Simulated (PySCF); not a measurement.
Input file for PySCF: R-B3LYP/6-31G* on FH4N (a complex), monomers drawn apart or pushed together.

```python
from pyscf import gto, scf, dft, mp
from pyscf.data.elements import chemcore

mol = gto.M(
    atom='''
    N     0.03820228    0.17655272    0.30490449
    H    -0.23874454   -0.74046460   -0.02745915
    H    -0.60024194    0.85723204   -0.09151782
    H     0.96518207    0.37179989   -0.05658345
    F     0.01193039    0.26962672    2.77340592
    H     0.02217107    0.23337482    1.81194138
    ''',
    basis='6-31g*',
    cart=True,
    charge=0, spin=0, verbose=3, max_memory=1800)
mf = dft.RKS(mol, xc='b3lyp')
mf.conv_tol = 1e-8
mf.max_cycle = 100
mf.kernel()
if not mf.converged:
    mf = mf.newton().run(mf.mo_coeff, mf.mo_occ)
```

Program output:

```
converged SCF energy = -156.988850594185
```

The run converged.

Cost: very roughly 1.1 core-seconds.
